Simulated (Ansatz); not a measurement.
C2H10BNSi can be A, `CB(C)[SiH2]N`, or B, `BN([SiH3])CC`.

Gas-phase electronic energies from Ansatz, PBE0-D4/def2-TZVP geometries. CCSD(T)/CBS adds triple-zeta CCSD(T) − MP2 to the extrapolated MP2 energy (def2 sets, frozen cores). Functionals use def2-TZVPP. B3LYP here is the variant with VWN-RPA as its local correlation; programs differ in this. Each species was taken in one conformer, which may not be the lowest.

A:

Z-matrix (Å, degrees):
```
C
B 1 1.562
H 1 1.093 2 115.0
H 1 1.094 2 114.7 3 -128.9
H 1 1.103 2 104.7 3 115.3
C 2 1.564 1 120.1 3 151.0
Si 2 2.030 1 121.4 3 -29.9
H 6 1.102 2 104.7 1 -87.9
H 6 1.093 2 115.9 1 155.8
H 6 1.095 2 114.0 1 27.2
N 7 1.734 2 119.4 1 8.6
H 7 1.495 2 109.0 1 130.4
H 7 1.497 2 107.1 1 -113.9
H 11 1.008 7 119.7 2 -59.9
H 11 1.007 7 118.9 2 80.6
```

B:

Z-matrix (Å, degrees):
```
Si
N 1 1.749
H 1 1.488 2 110.4
H 1 1.488 2 109.2 3 117.7
H 1 1.479 2 109.1 3 -121.2
C 2 1.467 1 116.6 3 -56.6
B 2 1.396 1 122.5 3 124.2
C 6 1.517 2 112.5 1 88.2
H 6 1.097 2 109.3 1 -34.2
H 6 1.092 2 108.2 1 -150.1
H 7 1.200 2 119.1 1 177.7
H 7 1.197 2 119.6 1 -2.1
H 8 1.093 6 110.6 2 -179.1
H 8 1.092 6 111.4 2 -59.0
H 8 1.092 6 110.3 2 61.0
```

(1) Which isomer does CCSD(T)/CBS put lower? Give the gap. (An estimate is asked.)

(2) Give E(B) − E(A) in kcal/mol with B3LYP, r2SCAN-D4, BLYP-D4, CCSD(T)/def2-SVP, ωB97M-V, B3LYP-D4, B2PLYP. (Estimate.)

(3) Does the order hold for the free energy at 298.15 K (harmonic terms from PBE0-D4)? (Estimate.)

Largest T1 diagnostic: 0.012.

## Answers

(1) Computed: B, by 10.6 kcal/mol.

(2) Computed: B3LYP -9.4, r2SCAN-D4 -7.5, BLYP-D4 -10.7, CCSD(T)/def2-SVP -19.0, ωB97M-V -10.3, B3LYP-D4 -10.6, B2PLYP -11.0. None reverses the order clearly.

(3) The calculation gave: Yes: G(B) − G(A) = -8.1 kcal/mol, for one conformer each. Modes under 60 cm⁻¹, often nearly free rotors, make the harmonic entropy too high.

Leaving LDA and LC-ωPBE aside and taking each functional with its dispersion term where it has one, the values, not all of them listed here, spread over 5.6 kcal/mol, from BHLYP-D4 to B97M-V. LDA lies −2.9 kcal/mol from PBE without D4. At CCSD(T), def2-SVP lies −8.4 kcal/mol from the extrapolated value and def2-TZVPP −1.3 kcal/mol.
